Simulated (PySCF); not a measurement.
**Solvent effects on NMR parameters**

Atoms are numbered as in `[CH3:1]/[C:2](=[CH:3]\[Cl:4])[SiH2:5][C:6]#[N:7]`. Each H is labelled by its parent atom.

GIAO PBE0/pcSseg-1 in PySCF 2.14 on one PBE0-D3(BJ)/def2-SVP conformer, non-relativistic, equivalent nuclei averaged. Solvents enter as an IEF-PCM continuum (chloroform with ε = 4.7, acetone with ε = 20.5) around the gas-phase geometry. Shifts are referred to TMS computed in the same medium.

Gas phase, δ in ppm: C3 144.0, C2 135.5, C6 123.8, C1 16.9, Si5 -65.3, H(C3) 6.43, H(Si5) 4.46, H(C1) 2.20. Dipole moment 3.16 D.

Q: How does each δ change in the continuum?

A: 
| atoms | environment | Δδ, chloroform | Δδ, acetone |
| --- | --- | --- | --- |
| C3 | alkene CH | +0.5 | +0.7 |
| C2 | fully substituted alkene carbon | +1.4 | +1.9 |
| C6 | nitrile carbon | +5.3 | +7.1 |
| C1 | allylic methyl carbon | +0.8 | +1.0 |
| Si5 | silicon bonded to 2 C, 2 H | +0.7 | +0.7 |
| H(C3) | hydrogen on an alkene CH | +0.14 | +0.20 |
| H(Si5) | hydrogen on a silicon bonded to 2 C | +0.11 | +0.16 |
| H(C1) | hydrogen on an allylic methyl carbon | +0.03 | +0.04 |

Changes are relative to the gas phase. The dipole moment becomes 3.82 D in chloroform, 4.04 D in acetone.

Q: Which nuclei move most (in ppm), and what does the model miss?

A: C6 (nitrile carbon, +7.1 ppm) in acetone. A continuum only polarises the solute; specific hydrogen bonds, the anisotropy of aromatic solvents and changes of geometry or conformer are outside it.
